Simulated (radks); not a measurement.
Q: Mo+, 41 electrons, occupied as [Kr] 4d5. All-electron calculation, Dirac Kohn-Sham, PBE, spin-unpolarised, spherical densities, finite nucleus; open shells are shared between the two j in proportion to 2j + 1; Fermi nuclear charge, rms radius 4.4091 fm. Program: a radial shooting solver on a logarithmic mesh with Libxc functionals.

Spin-orbit splittings of the eigenvalues, e(l+1/2) - e(l-1/2), with zeta = 2 splitting/(2l+1) and mean radii in bohr:

shell  occ.  splitting (eV)  zeta (eV)  <r> j=l-1/2  <r> j=l+1/2
2p        6               ?          ?       0.1308       0.1353
3p        6           17.54      11.70       0.4233       0.4339
3d       10           3.321      1.328       0.4132       0.4167
4p        6           2.474      1.649        1.218        1.249
4d        5          0.2152    0.08608        1.879        1.902

Estimate the 2p splitting.

A: 106.6 eV (zeta = 71.04 eV).
